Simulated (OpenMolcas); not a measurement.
## As: effect of the active space

```
Program             : OpenMolcas 26.06
Method              : CASSCF or its RAS form
Basis               : ANO-RCC-VQZP
Scalar Hamiltonian  : DKH2, point nucleus
Spin-orbit coupling : state interaction with AMFI integrals over the reference wave functions, term energies averaged over their components
```

A. 3 electrons in 3 orbitals (4p); 2S+1 = 4 odd, 1 root; 2S+1 = 2 odd, 8 roots; cost of the order of 2.5 core-seconds
B. 5 electrons in 4 orbitals (4s 4p); 2S+1 = 4 odd, 1 root; 2S+1 = 2 odd, 8 roots; 2S+1 = 4 even, 3 roots; cost about 7 core-seconds
C. 5 electrons in 8 orbitals (4s 4p 5s 5p); 2S+1 = 4 odd, 1 root; 2S+1 = 2 odd, 8 roots; 2S+1 = 4 even, 3 roots; 2S+1 = 2 even, 9 roots; cost about 13 core-seconds
D. 3 electrons in 9 orbitals (RAS2 4p; RAS3 4d 5s, at most 1 electron); 2S+1 = 4 odd, 1 root; 2S+1 = 2 odd, 8 roots; 2S+1 = 4 even, 15 roots; 2S+1 = 2 even, 8 roots; cost roughly 15 core-seconds
E. 5 electrons in 9 orbitals (RAS2 4s 4p; RAS3 4d, at most 2 electrons); 2S+1 = 4 odd, 1 root; 2S+1 = 2 odd, 8 roots; 2S+1 = 4 even, 3 roots; 2S+1 = 2 even, 5 roots (0 in the spin-orbit step); cost of the order of 17 core-seconds

Energies in cm⁻¹ above 4s² 4p³ ⁴S°_3/2, the measured ground level; measured values from NIST Handbook of Basic Atomic Spectroscopic Data.

```
          Level      A      B      C      D      E  Measured
4s² 4p³ ⁴S°_3/2    0.0    0.0    0.0    0.0    0.0       0.0
4s² 4p³ ²D°_3/2  14502  14391  13783  14502  13895     10593
4s² 4p³ ²D°_5/2  14688  14689  14133  14688  14113     10915
4s² 4p³ ²P°_1/2  24234  20408  19326  24234  22013     18186
4s² 4p³ ²P°_3/2  24481  20739  19705  24481  22272     18648
```

Deviations, from unrounded energies. A percentage is the sum of absolute deviations over the sum of measured energies, with the sign that they share, or ± where signs differ.

```tsv
Against measurement	Levels	A	B	C	D	E
mean absolute deviation (cm-1)	4	4900	3000	2200	4900	3500
other terms of the ground configuration (%)	4	+33.5	+20.4	+14.8	+33.5	+23.9
```

C lies closest to measurement on these levels and A furthest from it. The largest miss of C in the table is 4s² 4p³ ²D°_5/2, by +3200 cm-1. The ranking rests on the paired levels alone, and a cruder setting can come out closer through cancelling errors.

Among A to E the level of the table that moves most is 4s² 4p³ ²P°_1/2, by 4900 cm-1 (lowest in C, highest in D).

Without dynamic correlation excited terms often stand tens of per cent too high (terms of higher spin than the ground term too low), and those without a measured partner can miss by more than the paired ones. With the s shell closed, the reference lacks s² → p² mixing (holds for A; D). Some levels mix across a computed gap that differs much from the measured one, so their mixing is not that of the real levels (holds for C). The run also gave levels led by 4s² 4p² 5s, which use shells meant for correlation; these and all levels above them are left out (holds for C). Some high roots are left out of the spin-orbit mixing, which shifts the levels that they would mix with (holds for E). Active for correlation alone: 4d; no level in the range computed is led by a configuration that fills it, so any true level of that kind is missing (holds for E). Computed and measured levels are paired by configuration, term and J; levels that our copy of the source lacks, or whose pairing is in doubt (as where it misses far off the trend of its configuration), stay unpaired and out of the deviations. Only configurations of the active space appear. Levels that lie high or do not pair safely by name in every column are left out.

° marks odd parity.
